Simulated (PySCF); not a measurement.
**`CSc1cc(O[SiH3])cs1`: 4 charge schemes on one density**

Species: C5H8OS2Si.
SMILES with atom numbers: `[CH3:1][S:2][c:3]1[cH:4][c:5]([O:6][SiH3:7])[cH:8][s:9]1` (hydrogens: H10, H11, H12 on C1; H13 on C4; H14, H15, H16 on Si7; H17 on C8)

Cartesian coordinates in Å at the GFN2-xTB level; atoms count from 1:
```
atom  x, y, z in Å
C1    -3.8024    0.0788    0.1326
S2    -2.4087    1.0962    0.6927
C3    -1.0542    0.1315    0.1563
C4     0.2594    0.4594    0.3074
C5     1.1309   -0.5235   -0.2295
O6     2.4708   -0.4575   -0.2142
Si7    3.5142    0.6925    0.2773
C8     0.4644   -1.5779   -0.7798
S9    -1.2413   -1.3951   -0.6513
H10   -3.7563   -0.0375   -0.9464
H11   -3.7659   -0.8901    0.6220
H12   -4.7029    0.6132    0.4169
H13    0.6016    1.3618    0.7788
H14    4.7533   -0.0136    0.0012
H15    3.3227    1.0062    1.6949
H16    3.3339    1.9149   -0.5087
H17    0.8734   -2.4472   -1.2518
```

Density: PBE0/pcSseg-1 (PySCF); schemes: Mulliken, IAO, Hirshfeld and ESP-fitted. Isolated species at its GFN2-xTB geometry (one conformer only).

Question: Give the atomic charges in each scheme.

Answer: In e; atoms taken as equivalent share a row and are averaged (×n: the atom named and its like, n in all):

| atom | environment | Mulliken | IAO | Hirshfeld | ESP-fitted |
| --- | --- | --- | --- | --- | --- |
| C1 | S-methyl carbon | -0.403 | -0.510 | -0.120 | -0.395 |
| S2 | sulfide sulfur | +0.125 | +0.193 | +0.028 | -0.080 |
| C3 | substituted aromatic carbon | -0.471 | -0.268 | -0.051 | -0.031 |
| C4 | aromatic CH carbon | -0.032 | -0.255 | -0.109 | -0.333 |
| C5 | aromatic carbon bearing oxygen | +0.322 | +0.189 | +0.055 | +0.389 |
| O6 | silyl ether oxygen | -0.622 | -0.581 | -0.194 | -0.417 |
| Si7 | oxygen-bound silicon | +0.675 | +0.872 | +0.394 | +0.614 |
| C8 | aromatic CH next to a ring sulfur | -0.302 | -0.388 | -0.124 | -0.482 |
| S9 | thiophene-type sulfur | +0.285 | +0.318 | +0.103 | +0.099 |
| H10/H11/H12 | methyl hydrogen | +0.165 | +0.167 | +0.048 | +0.166 |
| H13 | aromatic hydrogen | +0.107 | +0.161 | +0.050 | +0.223 |
| H14/H15/H16 | Si–H hydrogen | -0.101 | -0.138 | -0.075 | -0.117 |
| H17 | aromatic hydrogen | +0.126 | +0.180 | +0.052 | +0.264 |

Mean size of the charges over all atoms: IAO 0.284 e, Mulliken 0.251 e, ESP-fitted 0.246 e, Hirshfeld 0.097 e. Each set sums to the total charge, 0, to within 0.001 e. The Mulliken scheme gives each basis function's population to the atom it is centred on and halves the overlap population of two atoms between them. The IAO scheme projects the occupied orbitals on a minimal set of polarised atomic orbitals and counts the electrons in each atom's part of it.

Some averages cover members that differ in this geometry: H10/H11/H12, ESP-fitted +0.142 to +0.214; H14/H15/H16, IAO -0.147 to -0.121 e.

Lowest charge. The schemes don't all agree: Mulliken O6 (-0.622); IAO O6 (-0.581); Hirshfeld O6 (-0.194); ESP-fitted C8 (-0.482).

Highest charge. All schemes agree: Mulliken Si7 (+0.675); IAO Si7 (+0.872); Hirshfeld Si7 (+0.394); ESP-fitted Si7 (+0.614).

Question: How closely do the schemes follow one another over all atoms?

Answer: Correlation coefficient and root-mean-square difference: IAO with Hirshfeld 0.97, 0.223 e; Mulliken with IAO 0.95, 0.104 e; IAO with ESP-fitted 0.91, 0.145 e; Hirshfeld with ESP-fitted 0.89, 0.188 e; Mulliken with Hirshfeld 0.89, 0.206 e; Mulliken with ESP-fitted 0.85, 0.168 e.

Question: How many electrons does the ESP-fitted scheme count on S9?

Answer: Z − q = 16 − (+0.099) = 15.901.
